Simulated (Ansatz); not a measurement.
Geometry optimisation, RKS B3LYP-D4/def2-SVP in Ansatz 0.2.0.

The input (input.yaml):

```yaml
crystal:
  periodic: [false, false, false]
  atoms:
    - { symbol: "N", position_ang: [-0.5485, 1.9166, 0.8073] }
    - { symbol: Al, position_ang: [-0.3002, 0.1662, 0.2057] }
    - { symbol: "N", position_ang: [-0.5474, -1.2499, -0.9314] }
    - { symbol: B, position_ang: [0.6088, -1.7359, 0.1241] }
    - { symbol: Cl, position_ang: [1.7284, -3.0238, 0.712] }
    - { symbol: H, position_ang: [-1.2438, 2.4172, 0.1021] }
    - { symbol: H, position_ang: [0.3437, 2.4632, 0.7219] }
    - { symbol: H, position_ang: [0.0511, -1.0107, -1.7976] }
basis:
  gaussian: { orbitals: def2-SVP }
hamiltonian:
  xc: b3lyp
  dispersion: d4
relax:
  f_tol: 0.015
  max_steps: 40
output:
  orbitals: {}
```

Command:

```bash
$ ansatz run input.yaml --threads 1 --pin off --max-ram 2048MiB --backend cpu --events-out ev --progress --plain --runs-dir out
```

Q: Where does it end, and by what steps?

A: It converged. After 11 steps the energy has fallen by 2.652 eV; H7 moved furthest, 0.83 Å.

```json
{"step": "0", "energy less start (eV)": "0.0000", "largest force component (eV/Å)": "3.688", "accepted": "yes"}
{"step": "1", "energy less start (eV)": "-1.1590", "largest force component (eV/Å)": "3.386", "accepted": "yes"}
{"step": "2", "energy less start (eV)": "-1.9426", "largest force component (eV/Å)": "2.835", "accepted": "yes"}
{"step": "3", "energy less start (eV)": "-2.3276", "largest force component (eV/Å)": "1.340", "accepted": "yes"}
{"step": "4", "energy less start (eV)": "-2.4823", "largest force component (eV/Å)": "0.807", "accepted": "yes"}
{"step": "5", "energy less start (eV)": "-2.6107", "largest force component (eV/Å)": "0.442", "accepted": "yes"}
{"step": "6", "energy less start (eV)": "-2.6313", "largest force component (eV/Å)": "0.336", "accepted": "yes"}
{"step": "7", "energy less start (eV)": "-2.6481", "largest force component (eV/Å)": "0.265", "accepted": "yes"}
{"step": "8", "energy less start (eV)": "-2.6509", "largest force component (eV/Å)": "0.071", "accepted": "yes"}
{"step": "9", "energy less start (eV)": "-2.6511", "largest force component (eV/Å)": "0.083", "accepted": "yes"}
{"step": "10", "energy less start (eV)": "-2.6515", "largest force component (eV/Å)": "0.018", "accepted": "yes"}
{"step": "11", "energy less start (eV)": "-2.6516", "largest force component (eV/Å)": "0.014", "accepted": "yes"}
```

```xyz
8
Properties=species:S:1:pos:R:3
N -0.469 1.952 0.504
Al 0.142 0.295 0.417
N -0.069 -1.032 -0.832
B 0.744 -1.588 0.164
Cl 1.474 -3.185 0.312
H -1.060 2.391 -0.196
H -0.280 2.604 1.258
H -0.388 -1.495 -1.683
```

Whether the end is a true minimum wasn't checked by a vibrational analysis.

Time of the run: 110 s on 1 thread of Intel(R) Xeon(R) Processor @ 2.50GHz (Skylake/Cascade Lake), on a shared host, peak memory 0.2 GiB.
